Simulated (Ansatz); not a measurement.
The cluster Ti₃. Charge 0, multiplicity 3. Geometry PBE0-D4/def2-TZVP; atoms count from 1.

Cartesian coordinates in Å:
```
Ti 1.0123 -0.7398 0.9064
Ti -0.3824 1.3839 0.2470
Ti -0.6299 -0.6440 -1.1534
```

The charge 0 triplet is spin-contaminated (final ⟨S²⟩ up to 4.79, 2.00 for a pure state). The geometry of the triplet was relaxed on an unsound state (⟨S²⟩ 4.79, where a pure state has 2.00). The structure comes from a short search, and lower isomers may exist.

Problem. Estimate the Mulliken populations from the PBE0/def2-TZVP orbitals of Ansatz.

Solution. 
| atom | charge (e) | spin (α − β) | d electrons |
| --- | --- | --- | --- |
| Ti1 | 0.11 | -2.80 | 2.86 |
| Ti2 | 0.03 | 2.66 | 2.76 |
| Ti3 | -0.15 | 2.14 | 2.64 |
Mulliken values and Mayer orders depend strongly on the basis.

Problem. Where does the spin sit?

Solution. Summed by element: Ti 2.00, of 2 unpaired in all. Largest on single atoms: Ti1 -2.80, Ti2 2.66, Ti3 2.14.

Problem. And the Mayer bond orders between bonded heavy atoms (over 0.3)?

Solution. Ti1–Ti2 1.15 (2.62 Å); Ti1–Ti3 1.17 (2.64 Å); Ti2–Ti3 1.53 (2.48 Å).
